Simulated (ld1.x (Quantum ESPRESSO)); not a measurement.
## What the settings do to the TM potential of Sb

Base potential:

- Element: antimony (Sb)
- Generator: ld1.x (Quantum ESPRESSO) 7.5
- Type: norm-conserving Troullier–Martins (Kleinman–Bylander form)
- Functional: revPBE
- Relativity: fully relativistic
- Frozen core: [Kr]
- Valence charge: 15
- Reference configuration: 4d10 5s2 5p3
- Partial waves: 5p (bound): rc 2.55 bohr; 4d (bound): rc 1.25 bohr; 5s (bound): rc 2.05 bohr
- Local potential: the s channel
- Core correction: Bessel-smoothed model core inside 1.00 bohr

Open shells are filled in proportion to 2j + 1 (rel_dist='average').

All-electron outer shells of the reference configuration (revPBE, scalar-relativistic, ld1.x):

```tsv
shell	level (eV)	outermost node (bohr)	outermost maximum (bohr)
4s	-148.84	0.39	0.73
4p	-101.79	0.39	0.76
4d	-33.48	0.38	0.84
5s	-12.77	0.95	1.90
5p	-4.78	1.04	2.35
```

Cutoffs, loose and tight: the cutoffs (Ry, on a coarse ladder) from which the occupation-weighted sum of valence levels, in a spherical-Bessel basis at the reference potential, stays within 10 and 1 mRy of its value at 400 Ry. They do not see the model core or the augmentation charge, which bear on the density cutoff. Test errors are all-electron minus pseudo excitation energies from the reference, over the configurations 4d10 5s2 5p2; 4d10 5s2 5p1; 4d10 5s2 5p0; 4d10 5s1 5p3; 4d10 5s2 5p2.5; 4d9 5s2 5p4; 4d10 5s1 5p4. A dash means not determined; rows that change the core or the reference have their own tests. The largest error is taken over the tests solved by every variant that gives reliable tests at all: 4d10 5s1 5p3; 4d10 5s1 5p4; 4d10 5s2 5p0; 4d10 5s2 5p1.

| change | outcome | cutoff, loose | cutoff, tight | bound ghosts | largest test error (meV) |
| --- | --- | --- | --- | --- | --- |
| base | generated | 100 Ry | 180 Ry | none | -7.4 |
| wave 4d (bound): rc 1.25 bohr becomes 4d (bound): rc 0.86 bohr | generated | 200 Ry | over 300 Ry | none | -7.5 |
| wave 4d (bound): rc 1.25 bohr becomes 4d (bound): rc 1.00 bohr | generated | 110 Ry | 140 Ry | none | -7.5 |
| wave 4d (bound): rc 1.25 bohr becomes 4d (bound): rc 1.14 bohr | generated | 110 Ry | 180 Ry | none | -7.4 |
| wave 4d (bound): rc 1.25 bohr becomes 4d (bound): rc 1.28 bohr | generated | 100 Ry | 160 Ry | none | -7.4 |
| wave 4d (bound): rc 1.25 bohr becomes 4d (bound): rc 1.40 bohr | generated | 100 Ry | 160 Ry | none | -7.3 |
| wave 4d (bound): rc 1.25 bohr becomes 4d (bound): rc 1.70 bohr | generated | 80 Ry | 140 Ry | none | -6.9 |
| wave 4d (bound): rc 1.25 bohr becomes 4d (bound): rc 1.88 bohr | generated | 70 Ry | 120 Ry | none | -6.8 |

Task: What comes out with this change to the base: wave 4d (bound): rc 1.25 bohr becomes 4d (bound): rc 1.54 bohr?

Result: outcome: generated; cutoff, loose: 90 Ry; cutoff, tight: 140 Ry; bound ghosts: none; largest test error (meV): -7.1.

Reading the sweep of the d radius (base included, trends over the rows without a ghost): The loose cutoff falls from 200 Ry at 0.86 to 70 Ry at 1.88 bohr. A larger radius leaves more room for a smooth pseudo-wave, so fewer plane waves are needed; a smaller one forces it to follow the all-electron wave where it bends sharply. The median size of the test errors (rows with all tests solved) stays near 2.1 meV.
